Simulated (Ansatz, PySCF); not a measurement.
Process, species as SMILES: BOC → [BH2] (BH2) + C[O] (the B-O bond at the site shown breaks; other sites are not compared here)
Each molecule is optimised on its own at B3LYP-D3(BJ)/def2-TZVP (Ansatz, a program for electronic structure), one conformer each, not searched for the lowest. Frequencies are from Ansatz or PySCF.
Geometry of the first species:
```xyz
8

B      1.2673     0.2797    -0.1845
O      0.1862    -0.3130     0.3439
C     -1.1411    -0.0162    -0.0807
H      2.3289    -0.0472     0.2489
H      1.1451     1.0981    -1.0525
H     -1.6029    -0.9336    -0.4463
H     -1.7076     0.3478     0.7766
H     -1.1430     0.7377    -0.8708
```
Charge 0, spin multiplicity 1.

Quantity: bond dissociation energy (enthalpy at 298 K, with B3LYP-D3(BJ) rigid-rotor harmonic-oscillator terms), in eV. Cores are frozen in the correlated levels unless marked. UHF or UKS for open shells. Spin-orbit coupling is left out. Non-relativistic. CBS(X,Y): correlation extrapolated as X^-3; Hartree-Fock from the larger set. The bracket is a focal-point correction in the basis named.

RI-MP2/CBS(aug-cc-pVTZ,aug-cc-pVQZ)+[CCSD(T)-MP2]/aug-cc-pVTZ (Ansatz) gives 6.13 eV.

Q: Another calculation gave 5.89 eV. Which level was it?
A) r2SCAN0/def2-TZVPD (Ansatz)
B) SVWN5/def2-TZVPD (Ansatz)
C) PBE-QIDH/def2-TZVPD (Ansatz)
D) PBE/def2-TZVPD (Ansatz)

A: D, PBE/def2-TZVPD (Ansatz). The others give 6.00 (PBE-QIDH), 5.67 (r2SCAN0), 6.76 (SVWN5) eV.
